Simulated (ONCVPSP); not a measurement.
# Cu (Z = 29): excitation energies, all-electron against ONCV

ONCVPSP 4.0.1 input, shortened (lines: element, Z, core and valence counts, functional; n l f; lmax; l rc ep ncon nbas qcut; lloc lpopt rc5 dvloc0; l nproj debl; icmod fcfact rcfact), PBEsol, scalar-relativistic:

```
  Cu 29.00    3    4  -116133      upf
    1    0    2.00
    2    0    2.00
    2    1    6.00
    3    0    2.00
    3    1    6.00
    3    2   10.00
    4    0    1.00
    2
    0    1.20    0.00    5   10    7.70
    1    0.90    0.00    5    8   15.00
    2    1.00    0.00    5    9   14.70
    4    5    0.65    6.00
    0    3    0.40
    1    2    1.20
    2    2    3.30
    2    0.55    0.65
```

In the p channel the program set the typed energies aside and used -2.646, 0.250 Ha.

Energies are relative to the spin-unpolarised reference configuration 3s2 3p6 3d10 4s1; without spin polarisation the order of configurations can differ from experiment. Not all tests gave a result: 1 of 4 tests not solved or not reliable.

```
valence configuration  charge  ΔE all-electron (eV)  error AE − PS (meV)
     3s2 3p6 3d10 4s0      +1                 8.106                 +1.5
      3s2 3p6 3d9 4s0      +2                29.419                 -1.5
     3s1 3p6 3d10 4s1      +1               121.947                 -154
```

Levels in the configuration 3s2 3p6 3d10 4s0:

```tsv
level	all-electron (eV)	pseudo (eV)
3s	-122.983	-122.971
3p	-80.612	-80.603
3d	-13.642	-13.643
```

Note: ghosts flagged at negative energy: s at -632.8 eV; GHOST(+) flags only above 600 eV. A true bound ghost makes a file unfit for plane-wave use.
